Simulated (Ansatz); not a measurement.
**Molecular dynamics of ClGe$_{2}$H$_{5}$O**

Input file:

```yaml
crystal:
  periodic: [false, false, false]
  atoms:
    - { symbol: Ge, position_ang: [-0.010148, 0.072952, -0.011142] }
    - { symbol: O, position_ang: [0.045994, -0.334718, 1.738321] }
    - { symbol: H, position_ang: [-0.851728, -0.375128, 2.120215] }
    - { symbol: Ge, position_ang: [2.294082, 0.000643, -0.780215] }
    - { symbol: H, position_ang: [2.852044, -1.41581, -0.509219] }
    - { symbol: H, position_ang: [2.31361, 0.291688, -2.300993] }
    - { symbol: H, position_ang: [3.144685, 1.061743, -0.037939] }
    - { symbol: H, position_ang: [-0.836583, 1.374085, -0.242004] }
    - { symbol: Cl, position_ang: [-1.120657, -1.503555, -1.069025] }
basis:
  gaussian: { orbitals: def2-SVP }
hamiltonian:
  xc: pbe
  dispersion: d4
md:
  timestep: 0.5
  n_steps: 300
  ensemble: nvt_nose_hoover
  temperature: 200.0
  initial_velocities: maxwell_boltzmann
  seed: 579757
  nose_hoover: { tau: 100.0, chain_length: 5 }
```

Run as:

```bash
$ ansatz run input.yaml --threads 2 --pin off --max-ram 3072MiB --backend cpu --events-out ev --progress --plain --runs-dir out
```

It starts from a relaxed structure.

Output, in part (step lines, the closing report, with atoms numbered from 0):

```
md step     0: t =     0.00 fs  T =   200.0 K  F+E_penalty+E_count = -127645.20849109 eV  E_kin = 0.180964 eV  conserved = -127645.02752709 eV  (27 SCF iters)
md step     1: t =     0.50 fs  T =   197.7 K  F+E_penalty+E_count = -127645.20639824 eV  E_kin = 0.178914 eV  conserved = -127645.02748451 eV  (26 SCF iters)
md step     2: t =     1.00 fs  T =   191.6 K  F+E_penalty+E_count = -127645.20076494 eV  E_kin = 0.173387 eV  conserved = -127645.02737803 eV  (27 SCF iters)
md step     3: t =     1.50 fs  T =   183.5 K  F+E_penalty+E_count = -127645.19325449 eV  E_kin = 0.166000 eV  conserved = -127645.02725484 eV  (27 SCF iters)
md step     4: t =     2.00 fs  T =   175.3 K  F+E_penalty+E_count = -127645.18580883 eV  E_kin = 0.158651 eV  conserved = -127645.02715928 eV  (27 SCF iters)
md step     5: t =     2.50 fs  T =   168.9 K  F+E_penalty+E_count = -127645.17994551 eV  E_kin = 0.152829 eV  conserved = -127645.02712019 eV  (27 SCF iters)
md step     6: t =     3.00 fs  T =   164.8 K  F+E_penalty+E_count = -127645.17628552 eV  E_kin = 0.149146 eV  conserved = -127645.02714693 eV  (27 SCF iters)
md step     7: t =     3.50 fs  T =   162.7 K  F+E_penalty+E_count = -127645.17440511 eV  E_kin = 0.147189 eV  conserved = -127645.02722717 eV  (27 SCF iters)
[... lines left out ...]
md step   297: t =   148.50 fs  T =   193.3 K  F+E_penalty+E_count = -127645.10757363 eV  E_kin = 0.174913 eV  conserved = -127645.02739208 eV  (26 SCF iters)
md step   298: t =   149.00 fs  T =   190.5 K  F+E_penalty+E_count = -127645.10439156 eV  E_kin = 0.172340 eV  conserved = -127645.02724008 eV  (26 SCF iters)
md step   299: t =   149.50 fs  T =   185.5 K  F+E_penalty+E_count = -127645.09929390 eV  E_kin = 0.167882 eV  conserved = -127645.02704169 eV  (26 SCF iters)
md step   300: t =   150.00 fs  T =   181.7 K  F+E_penalty+E_count = -127645.09530176 eV  E_kin = 0.164439 eV  conserved = -127645.02691876 eV  (28 SCF iters)
Total energy: -127645.09533930 eV, -4690.8707327660 hartree
Atom 0 at     0.040147     0.092118     0.031896 Å, force    -1.336559    -0.310717     0.402472 eV/Å
Atom 1 at    -0.100647    -0.302205     1.799303 Å, force     1.421305     0.249565    -0.728109 eV/Å
Atom 2 at    -1.014549    -0.493222     1.984930 Å, force    -1.258104    -0.246427     0.343989 eV/Å
Atom 3 at     2.245867    -0.017837    -0.807504 Å, force     0.486189    -0.055998    -0.381443 eV/Å
Atom 4 at     2.800476    -1.445016    -0.584223 Å, force     0.066827     0.102743     0.131692 eV/Å
Atom 5 at     1.998749     0.137418    -2.330606 Å, force     0.104546     0.097450    -0.002745 eV/Å
Atom 6 at     3.156717     1.122731    -0.280072 Å, force     0.011867    -0.140904    -0.009537 eV/Å
Atom 7 at    -0.857478     1.348530    -0.233409 Å, force     0.200508    -0.026545    -0.048829 eV/Å
Atom 8 at    -1.043438    -1.512066    -1.115351 Å, force     0.303421     0.330833     0.292510 eV/Å
Dipole moment:     0.160911     0.291636     0.047303 e Å
```

The steps, from the saved trajectory:

```tsv
time (fs)	T (K)	potential energy less start (eV)	conserved less start (meV/atom)
0	200	0.000	0.00
5	153	0.043	0.01
10	90	0.100	0.03
15	78	0.111	0.04
20	92	0.100	0.05
25	111	0.083	0.05
30	93	0.100	0.04
35	75	0.117	0.03
40	95	0.101	0.01
45	118	0.082	0.01
50	130	0.074	0.02
55	116	0.089	0.03
60	79	0.126	0.05
65	77	0.130	0.05
70	125	0.090	0.05
75	159	0.064	0.04
80	147	0.080	0.02
85	81	0.144	0.02
90	58	0.167	0.03
95	108	0.125	0.02
100	125	0.115	0.05
105	112	0.132	0.07
110	96	0.151	0.06
115	93	0.158	0.06
120	139	0.121	0.04
125	193	0.078	0.01
130	187	0.090	0.02
135	156	0.124	0.03
140	132	0.150	0.04
145	152	0.135	0.07
150	182	0.113	0.07
```

The run went to its last step. The conserved energy stayed within 0.078 meV per atom of its start (net change 0.068 meV per atom), so the integration is sound. The mean temperature of the second half is 35 % below the set value. A run of 0.15 ps of so small a system gives no equilibrium averages.

The same pairs are bonded in the first frame and the last. Pairs count as bonded within 1.25 times the sum of covalent radii (0.12 Å more for H–H).

Last frame:

```xyz
9
Properties=species:S:1:pos:R:3
Ge 0.040 0.092 0.032
O -0.101 -0.302 1.799
H -1.014 -0.493 1.985
Ge 2.246 -0.018 -0.807
H 2.800 -1.445 -0.584
H 1.999 0.137 -2.331
H 3.157 1.123 -0.280
H -0.858 1.349 -0.233
Cl -1.043 -1.512 -1.115
```

Run time: 11 min on 2 threads of Arm Neoverse V1 (shared host), peak memory 0.17 GiB.
